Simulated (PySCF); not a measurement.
PySCF input (M06-2X/def2-TZVPD):

```python
from pyscf import gto, scf, dft

mol = gto.M(
    atom='''
    B     0.12490355    0.00152673    0.00165422
    F    -0.01234210   -0.13899340    1.40736374
    C     1.41933303    0.08265623   -0.64326073
    C    -1.31298531    0.05309354   -0.71832685
    H     1.52675442    0.19049945   -1.72179615
    H     2.36702024    0.04248472   -0.10603574
    H    -1.92306983    0.89058084   -0.35049822
    H    -1.89943706   -0.85615341   -0.52280112
    H    -1.22279289    0.16139671   -1.80388807
    ''',
    basis='def2-tzvpd',
    charge=-1,
    spin=0,
    verbose=4,
)

mf = dft.RKS(mol, xc='m062x').density_fit(auxbasis='def2-universal-jkfit')
mf.grids.level = 4
mf.conv_tol = 1e-9
mf.max_cycle = 100
mf.max_memory = 1500
mf.kernel()
if not mf.converged:
    mf = mf.newton()
    mf.kernel(mf.make_rdm1())
mf.analyze()
```

End of the output:

```
Extra cycle  E= -203.984266046324  delta_E= -2.92e-11  |g|= 6.83e-06  |ddm|= 6.26e-05
converged SCF energy = -203.984266046324
**** SCF Summaries ****
Total Energy =                        -203.984266046324024
Nuclear Repulsion Energy =             102.487507111349927
One-electron Energy =                 -488.488662008260690
Two-electron Energy =                  182.016888850586724
Two-electron Coulomb Energy =          209.417305597127864
DFT Exchange-Correlation Energy =      -27.400416746541154
HOMO-LUMO gap [eV] =                     4.560772520247485
**** MO energy ****
MO #1   energy= -24.9971099486315  occ= 2
MO #2   energy= -10.3213864251652  occ= 2
MO #3   energy= -10.2604007503893  occ= 2
MO #4   energy= -6.82035405656985  occ= 2
MO #5   energy= -1.0889565376985   occ= 2
MO #6   energy= -0.596207421388112 occ= 2
MO #7   energy= -0.512109358034696 occ= 2
MO #8   energy= -0.382903242780579 occ= 2
MO #9   energy= -0.313288725337028 occ= 2
MO #10  energy= -0.306472038192712 occ= 2
MO #11  energy= -0.283638958579006 occ= 2
MO #12  energy= -0.266287703897039 occ= 2
MO #13  energy= -0.240449190896409 occ= 2
MO #14  energy= -0.21684716029066  occ= 2
MO #15  energy= -0.156458461462567 occ= 2
MO #16  energy= -0.0301286626070087 occ= 2
MO #17  energy= 0.137476637501386  occ= 0
MO #18  energy= 0.166009597385558  occ= 0
MO #19  energy= 0.186240672861094  occ= 0
MO #20  energy= 0.217866516030983  occ= 0
MO #21  energy= 0.223262223221746  occ= 0
MO #22  energy= 0.228771178270625  occ= 0
MO #23  energy= 0.238399654482807  occ= 0
MO #24  energy= 0.267687858012855  occ= 0
MO #25  energy= 0.272809149047235  occ= 0
MO #26  energy= 0.276542541925307  occ= 0
MO #27  energy= 0.282833835071258  occ= 0
MO #28  energy= 0.285111795806109  occ= 0
MO #29  energy= 0.290249639292051  occ= 0
MO #30  energy= 0.320673029680962  occ= 0
MO #31  energy= 0.328430653968752  occ= 0
MO #32  energy= 0.341701099543216  occ= 0
MO #33  energy= 0.347150416303741  occ= 0
MO #34  energy= 0.352053816830286  occ= 0
MO #35  energy= 0.378805302380746  occ= 0
MO #36  energy= 0.389651516877047  occ= 0
MO #37  energy= 0.396980547549402  occ= 0
MO #38  energy= 0.405959080736905  occ= 0
MO #39  energy= 0.415208935351799  occ= 0
MO #40  energy= 0.435388828149843  occ= 0
MO #41  energy= 0.439866019489038  occ= 0
MO #42  energy= 0.444213187387035  occ= 0
MO #43  energy= 0.450770250821138  occ= 0
MO #44  energy= 0.463399275403835  occ= 0
MO #45  energy= 0.47196631980127   occ= 0
MO #46  energy= 0.48319146922418   occ= 0
MO #47  energy= 0.491322387056532  occ= 0
MO #48  energy= 0.494644403620479  occ= 0
MO #49  energy= 0.505352370750473  occ= 0
MO #50  energy= 0.505774303373083  occ= 0
MO #51  energy= 0.519101867537436  occ= 0
MO #52  energy= 0.533718598128605  occ= 0
MO #53  energy= 0.546389114191877  occ= 0
MO #54  energy= 0.550293537508688  occ= 0
MO #55  energy= 0.563500710107549  occ= 0
MO #56  energy= 0.572700557903693  occ= 0
MO #57  energy= 0.578221463452951  occ= 0
MO #58  energy= 0.593792852050481  occ= 0
MO #59  energy= 0.607092257011478  occ= 0
MO #60  energy= 0.615679006842667  occ= 0
MO #61  energy= 0.627237674623728  occ= 0
MO #62  energy= 0.634765927553437  occ= 0
MO #63  energy= 0.639013907305897  occ= 0
MO #64  energy= 0.652288693688246  occ= 0
MO #65  energy= 0.66555872819941   occ= 0
MO #66  energy= 0.703336146996463  occ= 0
MO #67  energy= 0.729742809417545  occ= 0
MO #68  energy= 0.739022051847125  occ= 0
MO #69  energy= 0.74245594227369   occ= 0
MO #70  energy= 0.774861326153381  occ= 0
MO #71  energy= 0.797568432864579  occ= 0
MO #72  energy= 0.819267373504612  occ= 0
MO #73  energy= 0.847563882334628  occ= 0
MO #74  energy= 0.849437727663373  occ= 0
MO #75  energy= 0.857809521273102  occ= 0
MO #76  energy= 0.877367312288906  occ= 0
MO #77  energy= 0.901037400626319  occ= 0
MO #78  energy= 0.909448779148433  occ= 0
MO #79  energy= 0.912137450982223  occ= 0
MO #80  energy= 0.947415041644271  occ= 0
MO #81  energy= 0.95842401350229   occ= 0
MO #82  energy= 0.967857619625113  occ= 0
MO #83  energy= 0.976957830163552  occ= 0
MO #84  energy= 1.00090873303959   occ= 0
MO #85  energy= 1.00261543779534   occ= 0
MO #86  energy= 1.01241338758535   occ= 0
MO #87  energy= 1.0810140257743    occ= 0
MO #88  energy= 1.16795316352279   occ= 0
MO #89  energy= 1.20700932960761   occ= 0
MO #90  energy= 1.2142680117676    occ= 0
MO #91  energy= 1.22206825598695   occ= 0
MO #92  energy= 1.26543547321982   occ= 0
MO #93  energy= 1.26798953993328   occ= 0
MO #94  energy= 1.29981714440726   occ= 0
MO #95  energy= 1.36775798342017   occ= 0
MO #96  energy= 1.379468037641     occ= 0
MO #97  energy= 1.38624867614544   occ= 0
MO #98  energy= 1.39466880195549   occ= 0
MO #99  energy= 1.40355234208749   occ= 0
MO #100 energy= 1.41348815705512   occ= 0
MO #101 energy= 1.4830414331358    occ= 0
MO #102 energy= 1.55740745428485   occ= 0
MO #103 energy= 1.57144558944046   occ= 0
MO #104 energy= 1.62945427187556   occ= 0
MO #105 energy= 1.66573913059997   occ= 0
MO #106 energy= 1.71897188099943   occ= 0
MO #107 energy= 1.83059494068224   occ= 0
[...]
```

It need not be the lowest isomer of its formula. Whether it binds its extra electron was not tested at this geometry.
